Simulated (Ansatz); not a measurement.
Z-matrix (Å, degrees):
```
Si
B 1 1.939
C 1 1.973 2 45.1
H 1 1.483 2 119.3 3 -109.1
H 1 1.479 2 128.0 3 76.3
Cl 2 1.718 1 142.0 3 137.3
Br 3 1.913 1 137.4 2 -118.6
H 3 1.093 1 93.1 2 117.2
```

Total charge 0; spin multiplicity 1.

(1) List the PBE0/def2-TZVPP orbital energies in eV (Ansatz). (Best estimate.)

## Answers

(1) The calculation gave: Occupied: -13150.15, -2767.97, -1803.29, -1705.04, -1535.61, -1535.51, -1535.51, -279.74, -259.82, -238.86, -198.09, -197.99, -197.93, -186.26, -179.30, -178.99, -178.98, -145.63, -100.34, -100.26, -100.25, -72.79, -72.69, -72.69, -72.43, -72.43, -23.92, -22.69, -19.79, -14.94, -14.03, -12.45, -12.07, -10.79, -10.28, -10.12, -9.53, -8.31, -7.48, -7.15. Lowest empty: -2.24, -0.73, 0.10, 0.76, 1.10, 1.64, 2.24, 2.89.
